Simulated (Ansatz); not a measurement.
```yaml
crystal:
  periodic: [false, false, false]
  atoms:
    - {symbol: Si, position_ang: [0.038118, 0.046653, 0.358528]}
    - {symbol: C, position_ang: [-0.085578, -0.191645, 2.194297]}
    - {symbol: C, position_ang: [0.803358, -1.319859, 2.740335]}
    - {symbol: H, position_ang: [-1.160801, -0.380874, 2.402572]}
    - {symbol: H, position_ang: [0.169696, 0.783850, 2.658915]}
    - {symbol: H, position_ang: [0.666594, -1.442392, 3.833715]}
    - {symbol: H, position_ang: [0.566968, -2.292726, 2.262424]}
    - {symbol: H, position_ang: [1.879703, -1.114123, 2.564645]}
    - {symbol: O, position_ang: [1.638438, 0.211261, -0.234143]}
    - {symbol: C, position_ang: [2.429608, 1.214517, 0.240462]}
    - {symbol: C, position_ang: [3.771144, 1.245078, -0.444380]}
    - {symbol: O, position_ang: [2.059992, 1.979930, 1.111695]}
    - {symbol: H, position_ang: [4.408207, 2.025376, 0.006064]}
    - {symbol: H, position_ang: [3.627328, 1.450018, -1.524468]}
    - {symbol: H, position_ang: [4.259538, 0.253560, -0.369806]}
    - {symbol: O, position_ang: [-0.766156, 1.412895, -0.273738]}
    - {symbol: C, position_ang: [-2.127930, 1.389938, -0.314569]}
    - {symbol: C, position_ang: [-2.686621, 2.497844, -1.161558]}
    - {symbol: O, position_ang: [-2.773911, 0.530722, 0.259750]}
    - {symbol: H, position_ang: [-3.781321, 2.559173, -1.037342]}
    - {symbol: H, position_ang: [-2.441951, 2.267518, -2.218999]}
    - {symbol: H, position_ang: [-2.202715, 3.462281, -0.915026]}
    - {symbol: O, position_ang: [-0.455342, -1.406605, -0.374566]}
    - {symbol: C, position_ang: [-0.969411, -1.551468, -1.632633]}
    - {symbol: C, position_ang: [-1.366474, -2.982011, -1.895046]}
    - {symbol: O, position_ang: [-1.092669, -0.628952, -2.411575]}
    - {symbol: H, position_ang: [-1.697209, -3.096289, -2.941632]}
    - {symbol: H, position_ang: [-2.190879, -3.261027, -1.207101]}
    - {symbol: H, position_ang: [-0.519723, -3.662655, -1.676829]}
basis:
  gaussian: {orbitals: def2-TZVP}
magnetization: {spin_polarized: true, initial_magnetization: 2}
hamiltonian: {xc: pbe0, dispersion: d4}
scf: {omitted_lower_state_checks: [starts]}
output: {orbitals: {seedname: orbitals}}
```

```sh
$ ansatz run in.yaml --threads 4 --pin off --events-out ev --progress --plain --max-ram 6963MiB
```

Problem. Does this run fit into the memory that it is given?

Solution. No. It has 555 basis functions, and Ansatz plans for 10 GiB where 7 GiB are given.
